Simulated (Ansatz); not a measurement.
Cartesian coordinates in Å:
```
O -1.522 0.071 -1.242
Si -0.608 0.164 0.126
Si 0.359 -1.944 0.455
C 0.720 1.487 -0.088
Cl -0.093 3.014 -0.560
H -1.876 0.904 -1.564
H -1.419 0.578 1.306
H 1.224 -2.308 -0.699
H -0.688 -2.986 0.629
H 1.201 -1.906 1.683
H 1.270 1.681 0.834
H 1.431 1.247 -0.879
```

Total charge 0; spin multiplicity 1.

Task: List the r2SCAN/def2-TZVPP orbital energies in eV (Ansatz). (An estimate is asked.)

Result: Ansatz gave: Occupied: -2753.53, -1791.58, -1790.91, -515.98, -274.52, -254.87, -193.49, -193.24, -193.23, -141.96, -141.43, -96.84, -96.82, -96.80, -96.28, -96.28, -96.28, -26.55, -22.39, -17.60, -14.70, -13.48, -12.13, -11.69, -10.99, -9.82, -9.22, -8.98, -8.92, -8.38, -7.66, -7.43, -6.96. Lowest empty: -1.19, -0.62, 0.29, 0.64, 1.17, 1.26, 1.41, 1.96.
